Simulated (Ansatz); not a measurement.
Basis-set extrapolation for CH6AlBFNO (PBE0-D4/def2-TZVP geometry, frozen core, Ansatz). Multiplicity 1, RHF reference.

```json
{"": "HF", "def2-TZVPP": "-536.875958", "def2-QZVPP": "-536.896549"}
{"": "MP2 correlation", "def2-TZVPP": "-1.037975", "def2-QZVPP": "-1.119584"}
{"": "CCSD(T) correlation", "def2-TZVPP": "-1.118024", "def2-QZVPP": "not run"}
```

Energies in hartree. Use E(X) = E(∞) + A·exp(−7.88·√X) for Hartree–Fock and E(X) = E(∞) + B·X^(−2.97) for correlation, with X = 3 and 4, and add CCSD(T) minus MP2 of the smaller set to the MP2 limit.

Q: What is the CCSD(T) energy at the basis-set limit?

A: HF limit: -536.896549 + (-0.020591) × 0.13774 = -536.89939. MP2 limit: -1.119584 + (-0.081609) × 0.74074 = -1.18004. Higher-order term: -1.118024 − (-1.037975) = -0.08005. Total: -538.15948 hartree, 4.50 eV below CCSD(T)/def2-TZVPP.
